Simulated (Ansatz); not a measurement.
CH4Mg (SMILES [CH3][MgH]) moved off its minimum; all values from Ansatz (an electronic-structure program), cores frozen in correlated methods.
(charge 0, multiplicity 1)
```xyz
6

Mg    -0.72835    -0.40902    -0.24000
H     -2.10189    -1.19884    -0.43557
C      1.26773     0.57714     0.11809
H      1.66608     0.26364     0.99266
H      1.04085     1.63412    -0.00381
H      1.86264     0.53379    -0.48995
```

```csv
level,largest force (eV/Å),on atom,rms difference from CCSD(T)/def2-TZVPPD (eV/Å),dipole (D)
HF/def2-TZVPP,16.91,H6,0.100,0.40
PBE/def2-TZVPP,17.04,H6,0.063,0.36
r2SCAN/def2-TZVPP,16.81,H6,0.053,0.37
B3LYP/def2-TZVPP,16.67,H6,0.109,0.36
wB97M-V/def2-TZVPP,16.74,H6,0.082,0.38
MP2/def2-TZVPPD,16.96,H6,0.045,0.40
CCSD(T)/def2-TZVPPD,16.99,H6,0.000,0.38
```

The differences count from one level among others, with limits of its own. Forces at CCSD(T)/def2-TZVPPD (eV/Å):

```tsv
atom	Fx	Fy	Fz
Mg1	2.216	0.929	0.268
H2	-1.156	-0.583	-0.157
C3	-13.338	1.529	7.757
H4	1.027	-0.399	3.189
H5	-0.371	0.516	1.176
H6	11.621	-1.992	-12.232
```
